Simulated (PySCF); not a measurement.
H8Si3, charge +1, doublet, at a GFN2-xTB geometry (a state made from the parent by changing its charge; the spin is typed, not shown lowest); PBE0-D4/STO-3G (PySCF).

Input for PySCF:
```python
from pyscf import gto, scf, dft

mol = gto.Mole()
mol.atom = '''
    Si    1.73006259    0.88617971   -0.01821925
    Si    0.21430832   -1.03910606   -0.11847187
    Si   -1.93611862    0.11291389    0.13212917
    H     3.05494759    0.29289400   -0.13804698
    H     1.35438441    1.72882927   -1.14918317
    H     1.47531091    1.50967649    1.27664176
    H     0.46584425   -2.03082472    0.92986925
    H     0.32388443   -1.79829328   -1.36643948
    H    -2.00324331    1.05008294   -0.98479523
    H    -1.86962290    0.76938187    1.43401237
    H    -2.91703742   -0.96157215    0.06180881
'''
mol.basis = 'sto-3g'
mol.charge = 1
mol.spin = 1
mol.verbose = 3
mol.build()

mf = dft.UKS(mol)
mf.xc = 'pbe0'
mf.disp = 'd4'
mf.kernel()
mf.analyze()
```

Q: Predict the main parts of the log of this PySCF run.

A: 
```
converged SCF energy = -862.589879444443  <S^2> = 0.75268078  2S+1 = 2.002679
**** MO energy ****
                             alpha | beta                alpha | beta
MO #1   energy= -65.7200184781076  | -65.7187101791975  occ= 1 | 1
MO #2   energy= -65.7200161586462  | -65.7187078554322  occ= 1 | 1
MO #3   energy= -65.712535780815   | -65.7104272577319  occ= 1 | 1
MO #4   energy= -5.3737113757653   | -5.37142336849919  occ= 1 | 1
MO #5   energy= -5.37313051330245  | -5.37099296246795  occ= 1 | 1
MO #6   energy= -5.37013306435579  | -5.36686929158579  occ= 1 | 1
MO #7   energy= -3.65552578807693  | -3.64817920778856  occ= 1 | 1
MO #8   energy= -3.65411261488511  | -3.64800918019279  occ= 1 | 1
MO #9   energy= -3.65256791290146  | -3.64704149298985  occ= 1 | 1
MO #10  energy= -3.6477067895087   | -3.64652570273198  occ= 1 | 1
MO #11  energy= -3.64769631961051  | -3.64644953333881  occ= 1 | 1
MO #12  energy= -3.64739639089838  | -3.64614865313085  occ= 1 | 1
MO #13  energy= -3.64727386382559  | -3.64247306374171  occ= 1 | 1
MO #14  energy= -3.64363980541485  | -3.64231487230565  occ= 1 | 1
MO #15  energy= -3.64342944911561  | -3.64156203424469  occ= 1 | 1
MO #16  energy= -0.777110477918742 | -0.756356001077151 occ= 1 | 1
MO #17  energy= -0.725617617475261 | -0.710166086107488 occ= 1 | 1
MO #18  energy= -0.674692403562792 | -0.662420427704842 occ= 1 | 1
MO #19  energy= -0.534332704115721 | -0.531221974743783 occ= 1 | 1
MO #20  energy= -0.532855987774168 | -0.523248083240032 occ= 1 | 1
MO #21  energy= -0.521508852645273 | -0.513745544030425 occ= 1 | 1
MO #22  energy= -0.514459364192302 | -0.511821089299792 occ= 1 | 1
MO #23  energy= -0.49506255634345  | -0.494148583553504 occ= 1 | 1
MO #24  energy= -0.475200304469446 | -0.458510165591928 occ= 1 | 1
MO #25  energy= -0.436314298357883 | -0.3366564884967   occ= 1 | 0
MO #26  energy= -0.0481481719907691 | -0.0271475172992655 occ= 0 | 0
MO #27  energy= -0.034999055745035 | 0.00734245996998451 occ= 0 | 0
MO #28  energy= 0.0823829587427523 | 0.0873886138970708 occ= 0 | 0
MO #29  energy= 0.0941012177551003 | 0.103804324145332  occ= 0 | 0
MO #30  energy= 0.0986781560787021 | 0.108184831073834  occ= 0 | 0
MO #31  energy= 0.120133289174066  | 0.129341708251861  occ= 0 | 0
MO #32  energy= 0.1621150020953    | 0.167237372433101  occ= 0 | 0
MO #33  energy= 0.181476238508211  | 0.190207383904051  occ= 0 | 0

To work with the spin densities directly, `use mulliken_meta_spin()` only printing them here.

 ** Mulliken spin pop alpha/beta on meta-lowdin orthogonal AOs **
 ** Mulliken Spin Density (per atom)  **
spin density of  0 Si =      0.25949
spin density of  1 Si =      0.43391
spin density of  2 Si =      0.25949
spin density of  3 H =      0.03987
spin density of  4 H =      0.00060
spin density of  5 H =      0.00009
spin density of  6 H =     -0.01701
spin density of  7 H =     -0.01701
spin density of  8 H =      0.00009
spin density of  9 H =      0.00060
spin density of  10 H =      0.03987
 ** Mulliken pop alpha/beta on meta-lowdin orthogonal AOs **
 ** Mulliken atomic charges   ( Nelec_alpha | Nelec_beta ) **
charge of  0Si =      0.48760  (     6.88595      6.62645 )
charge of  1Si =      0.38416  (     7.02488      6.59097 )
charge of  2Si =      0.48760  (     6.88595      6.62646 )
charge of  3H =     -0.03109  (     0.53548      0.49561 )
charge of  4H =     -0.04867  (     0.52463      0.52404 )
charge of  5H =     -0.04900  (     0.52455      0.52445 )
charge of  6H =     -0.05092  (     0.51696      0.53397 )
charge of  7H =     -0.05092  (     0.51696      0.53397 )
charge of  8H =     -0.04900  (     0.52455      0.52445 )
charge of  9H =     -0.04867  (     0.52463      0.52404 )
charge of  10H =     -0.03109  (     0.53548      0.49561 )

WARN: System has nonzero charge 1; the dipole moment is origin-dependent.
Location of origin: [0. 0. 0.]

Dipole moment(X, Y, Z, Debye): -0.00293,  0.01424,  0.00163
```
